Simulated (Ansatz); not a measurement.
`O[CH2][SnH]([F])[Cl]`, charge 0, multiplicity 1.

(1) Give a relaxed structure at PBE0-D4/def2-TZVP (Ansatz 0.2.0). (An estimate is asked.)

Results:

(1) The calculation gave: 
```xyz
9

O     1.7551    0.4957   -0.1081
C     0.3916    0.8448   -0.0154
Sn   -0.6982   -0.9981    0.1023
F    -1.8873   -0.8066    1.5979
Cl   -2.1262   -1.1644   -1.7196
H     2.2806    1.2983   -0.1692
H     0.1559    1.4180    0.8882
H     0.0287    1.3917   -0.8921
H     0.0999   -2.4793    0.3159
```
This is one stationary point; other conformers may exist.
